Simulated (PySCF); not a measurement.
# Identify the compound

The spectra below were simulated for a compound C$_{4}$H$_{5}$B.

¹H NMR (300 MHz, computed): δ 7.45 (m, 1H), 7.21 (m, 1H), 6.77 (m, 1H), 6.15 (br, 1H), 4.45 (s, 1H).

¹³C{¹H} NMR (computed): δ 160.0 (CH2), 155.7 (CH), 127.9 (CH), 104.2 (C).

PySCF 2.14.0 with density-fitted response routines calculation with geometry: PBE0-D3(BJ)/def2-SVP, J: B3LYP/pcJ-1 (spin–dipole term only in couplings to heteroatoms) and shielding tensors at PBE/pcSseg-2 (GIAO); no relativistic terms, single conformer, gas phase.

References, each an isolated molecule treated in the same way: ¹H (31.18 ppm) and ¹³C (179.39 ppm) against TMS.

Task: What is the structure?

Result: 
1. 4 carbon signals for 4 carbons: no two carbons are equivalent.
2. Carbon types of the structure: 1 × C, 2 × CH, 1 × CH2, leaving 1 H on heteroatoms.
3. δC 160.0: terminal =CH2 carbon; an sp2 carbon of a C=C bond.
4. δC 155.7: alkene CH; an sp2 carbon of a C=C bond.
5. δC 127.9: terminal alkyne carbon.
6. δC 104.2: alkyne carbon; sp carbons lie upfield of alkene carbons because the cylindrical π system leaves one tensor component strongly shielded.
7. δH 7.45: hydrogen on an alkene CH; a vinylic proton, deshielded by the sp2 carbon and the C=C anisotropy.
8. δH 7.21, 6.77: hydrogen on a terminal =CH2 carbon; attached to an sp2 carbon and in the plane of the double bond.
9. δH 6.15: hydrogen on a boron bonded to 2 C.

Structure: `InChI=1S/C4H5B/c1-3-5-4-2/h1,4-5H,2H2`.

The shifts were computed for this structure.

Hydrogens on boron are broadened and split by ¹¹B (spin 3/2, 80 %) and 10B (spin 3). A carbon bonded to boron is broadened by the quadrupolar boron nucleus and is often missing from a measured spectrum. Splittings below 1 Hz are ignored in the labels, and close J values are merged. Unscaled 3J(H,H) at this level run about 10 % above measured values. Shifts are as computed, not scaled to solution data. Of 1211 compounds with measured shifts, 218 miss one by over three times the rms of a fit or turn the order of signals round; such compounds aren't used in these exercises. Only one conformer was computed, so three-bond couplings in flexible chains and rings are approximate.
